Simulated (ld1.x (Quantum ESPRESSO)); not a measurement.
**u(r) = r·R(r): atom against pseudo-atom (promethium (Pm))**

Columns: radius, all-electron u(r) and pseudo u(r) of the 6s shell (level -13.60 eV) of promethium in the configuration [Xe] 4f5 5d0 6s0 6p0; LDA (PZ), scalar-relativistic, TM scheme, ld1.x (Quantum ESPRESSO) 7.5.

```tsv
r (bohr)	all-electron	pseudo
0.192	0.1412	-0.0341
0.385	-0.1594	-0.0671
0.578	-0.1353	-0.0976
0.770	0.1145	-0.1246
0.962	0.2911	-0.1484
1.155	0.3294	-0.1703
1.348	0.2602	-0.1927
1.540	0.1315	-0.2192
1.732	-0.0199	-0.2538
1.925	-0.1704	-0.3008
2.118	-0.3051	-0.3617
2.310	-0.4165	-0.4331
2.502	-0.5030	-0.5052
2.695	-0.5653	-0.5653
2.888	-0.6050	-0.6050
3.080	-0.6252	-0.6252
3.272	-0.6290	-0.6290
3.465	-0.6198	-0.6198
3.658	-0.6004	-0.6004
3.850	-0.5737	-0.5737
4.043	-0.5417	-0.5417
4.235	-0.5067	-0.5067
4.428	-0.4696	-0.4696
4.620	-0.4323	-0.4323
4.812	-0.3954	-0.3954
5.005	-0.3594	-0.3594
```

(1) How many radial nodes do the two functions have?

(2) At about which radius was the pseudo-wave matched?

(3) Is the pseudo-wave norm-conserving?

Answers

(1) The all-electron 6s function has n − l − 1 = 5 (the table is too coarse to show those close to the nucleus); the pseudo-wave has 0, since the states of the same l below it are removed with the core.

(2) 2.80 bohr, where the columns begin to agree (steps of 0.19 bohr).

(3) Yes: the TM scheme keeps the norm inside the radius equal to the all-electron one, which fixes the energy derivative of the logarithmic derivative at the level.
